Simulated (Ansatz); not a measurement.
`C[O][Ge]([F])([Cl])[SeH]`, charge 0, multiplicity 1.

**Question.** Give a relaxed structure at PBE0-D4/def2-TZVP (Ansatz 0.2.0). (An estimate is asked.)

**Answer.** The calculation gave: 
Cartesian coordinates in Å:
```
C -1.578 0.638 0.062
O -0.323 0.953 0.644
Ge 1.044 -0.106 0.396
F 0.667 -1.676 1.016
Cl 2.589 0.687 1.606
Se 1.578 -0.386 -1.853
H -1.492 0.435 -1.011
H -2.035 -0.227 0.551
H -2.223 1.506 0.203
H 1.774 -1.823 -1.615
```
This is one stationary point; other conformers may exist.
